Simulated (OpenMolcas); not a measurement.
An OpenMolcas run meant for Be II (ANO-RCC-VTZP, DKH2; inactive shells 1s; intended active space 1 electron in 4 orbitals (2s 2p)). One step of its input:

```
&RASSCF
FileOrb=start.orb
Symmetry=1
Spin=3
nActEl=1 0 0
Inactive=1 0
Ras2=1 3
CIRoot=1 1 1
SDav=1
CIMx=300
Iter=89 100
PrWF=0.3
OrbListing=Nothing
MaxOrb=0
Atom
CIOnly
>>> COPY $Project.JobIph JOB001
```

Lines from the output:

```
--- SEWARD ---
Basis set label: BE.ANO-RCC...4S3P2D1F.

      Electronic valence basis set:
      ------------------
      Associated Effective Charge   4.000000 au
      Associated Actual Charge      4.000000 au
      Nuclear Model: Point charge

      Shell  nPrim  nBasis  Cartesian Spherical Contaminant
         s      14       4        X
         p       9       3        X
         d       5       2                 X
         f       2       1                 X
                  Relativistic Douglas-Kroll-Hess integrals:
                    - DKH order of Hamiltonian: 2
                    - DKH order of Properties : 0
                  Atomic mean-field integrals
--- RASSCF ---

 Nr of active orbitals     NAC=   4
 Spin degeneracy         ISPIN=   3
 There can be no such wave function.
 ************************************************
--- Stop Module: rasscf at  /rc=_RC_INPUT_ERROR_ ---
.####################.
.# User input error #.
.####################.
```

**Question.** What is wrong with the input?

**Answer.** The spin multiplicity does not fit the number of active electrons: an even count needs an odd multiplicity and the reverse.
